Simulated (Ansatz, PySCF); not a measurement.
Reaction (SMILES): CC[OH+]C=O → COC(C)=[OH+]
Structures are relaxed separately at B3LYP-D3(BJ)/def2-TZVP in Ansatz (a quantum-chemistry and plane-wave program), one conformer each, not searched for the lowest.

Wanted: isomerisation energy (enthalpy at 298 K, with B3LYP-D3(BJ) rigid-rotor harmonic-oscillator terms from PySCF), in kJ/mol. Correlated levels leave the core frozen unless marked. No spin-orbit coupling. No relativistic terms. CBS(X,Y): correlation extrapolated as X^-3; Hartree-Fock from the larger set. The bracket is a focal-point correction in the basis named.

| level | program | isomerisation energy (kJ/mol) |
|---|---|---|
| PBE0/STO-3G | Ansatz | -100.9 |
| HSE06-D4/def2-TZVPD | Ansatz + dftd4 | (withheld) |
| B2GP-PLYP-D4/def2-TZVPD | Ansatz + dftd4 | (withheld) |
| CCSD/6-31G* | Ansatz | (withheld) |
| CCSD(T) with core electrons/cc-pwCVTZ | Ansatz | -120.9 |
| RI-MP2/CBS(cc-pVTZ,cc-pVQZ)+[CCSD(T)-MP2]/cc-pVTZ | Ansatz | -121.8 |

Problem. Some entries are withheld; supply them.

Solution. 
- HSE06-D4/def2-TZVPD, isomerisation energy (kJ/mol): -135.0
- B2GP-PLYP-D4/def2-TZVPD, isomerisation energy (kJ/mol): -123.3
- CCSD/6-31G*, isomerisation energy (kJ/mol): -120.0
